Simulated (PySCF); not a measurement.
## Vertical excitation energies

Compound: C2H14Si4.
Structure used (GFN2-xTB), in Å, numbered top down from 1:
```
atom  x, y, z in Å
C1     1.2901    1.8945   -1.1412
Si2    1.0462    0.0145   -0.9174
Si3    2.4787   -0.7275    0.7565
Si4   -1.2375   -0.3491   -0.5338
C5    -1.4091   -2.1243    0.1471
Si6   -2.2682    1.1231    0.9401
H7     1.0288    2.4347   -0.2353
H8     0.6694    2.2843   -1.9427
H9     2.3210    2.1382   -1.3803
H10    1.4746   -0.5717   -2.2097
H11    2.4195   -2.1835    0.9162
H12    2.1071   -0.1613    2.0584
H13    3.8935   -0.3969    0.5629
H14   -2.0004   -0.3643   -1.8048
H15   -0.8642   -2.2410    1.0801
H16   -2.4468   -2.3790    0.3411
H17   -1.0189   -2.8585   -0.5515
H18   -1.9681    2.5150    0.5903
H19   -1.7914    0.9338    2.3145
H20   -3.7294    1.0299    1.0065
```

The calculation used TDDFT CAM-B3LYP/def2-SVPD, vertical, gas phase, core orbitals frozen in the response (PySCF).

```csv
state,E (eV),E (hartree),f,"main configurations (H = HOMO, L = LUMO)"
S1,6.26,0.2299,0.234,H→L (92%)
S2,6.46,0.2375,0.011,H→L+1 (83%)
S3,6.83,0.2512,0.041,H-1→L (88%)
S4,7.00,0.2573,0.062,H-2→L (84%)
S5,7.15,0.2626,0.043,"H-2→L+1 (57%), H-1→L+1 (21%)"
S6,7.21,0.2648,0.116,"H-1→L+1 (57%), H-2→L+1 (24%)"
S7,7.38,0.2712,0.024,"H→L+2 (44%), H→L+3 (29%)"
S8,7.45,0.2739,0.099,"H→L+4 (54%), H→L+3 (13%)"
```

Triplets, Tamm–Dancoff:

| state | E (eV) | λ (nm) | main configurations (H = HOMO, L = LUMO) |
| --- | --- | --- | --- |
| T1 | 5.45 | 227.3 | H→L (89%) |
| T2 | 5.76 | 215.1 | H→L+1 (69%), H-1→L (9%) |
| T3 | 6.16 | 201.2 | H-1→L (66%), H→L+1 (10%) |

The lowest singlet lies at 6.26 eV (198 nm, vacuum ultraviolet) and is strong; its leading configuration is HOMO→LUMO (92%). The lowest level is also the most intense of those listed (f = 0.234). Löwdin shares by element: HOMO silicon 73% (atoms not listed hold the other 27%); LUMO silicon 60% (atoms not listed hold the other 40%). Weighted by f, the mean energy of these states is 6.84 eV. Orbital energies (eV): HOMO-3 -10.54, HOMO-2 -9.63, HOMO-1 -9.55, HOMO -8.97, LUMO 0.30, LUMO+1 0.62, LUMO+2 1.22. Of the 8 states listed, 8 reach f = 0.01 and none stays under 0.0005. Only the lowest 8 singlets were computed, as vertical energies without vibronic structure.

One conformer stands for the species.

Without π bonds the low states are Rydberg-like; a valence basis with one diffuse set may place them up to an eV too high.
